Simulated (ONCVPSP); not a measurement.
# u(r) = r·R(r): atom against pseudo-atom (Er (Z = 68))

Columns: radius, all-electron u(r) and pseudo u(r) of the 5s shell (level -56.15 eV) of erbium in the configuration [Kr] 4d10 4f11 5s2 5p6 5d1 6s2; LDA (Perdew-Wang 92), scalar-relativistic, ONCV scheme, ONCVPSP 4.0.1.

```tsv
r (bohr)	all-electron	pseudo
0.173	0.3844	0.2419
0.345	-0.4769	0.4646
0.518	-0.3338	0.6548
0.690	0.3586	0.7978
0.862	0.8559	0.8857
1.035	1.0519	0.9147
1.208	1.0388	0.8878
1.380	0.9212	0.8161
1.553	0.7663	0.7130
1.725	0.6129	0.5941
1.898	0.4763	0.4728
2.070	0.3636	0.3634
2.242	0.2737	0.2736
2.415	0.2035	0.2035
2.588	0.1501	0.1501
2.760	0.1102	0.1102
2.932	0.0805	0.0805
3.105	0.0585	0.0585
3.278	0.0423	0.0423
3.450	0.0306	0.0306
3.623	0.0220	0.0220
3.795	0.0159	0.0159
3.968	0.0114	0.0114
4.140	0.0082	0.0082
4.312	0.0059	0.0058
4.485	0.0042	0.0042
```

Task: How many radial nodes do the two functions have?

Result: The all-electron 5s function has n − l − 1 = 4 (the table is too coarse to show those close to the nucleus); the pseudo-wave has 0, since the states of the same l below it are removed with the core.

Task: At about which radius was the pseudo-wave matched?

Result: 2.20 bohr, where the columns begin to agree (steps of 0.17 bohr).

Task: Where does each function peak?

Result: Outermost all-electron maximum near 1.03 bohr, pseudo maximum near 1.03 bohr (to the table’s step).

Task: Is the pseudo-wave norm-conserving?

Result: Yes: the ONCV scheme keeps the norm inside the radius equal to the all-electron one, which fixes the energy derivative of the logarithmic derivative at the level.
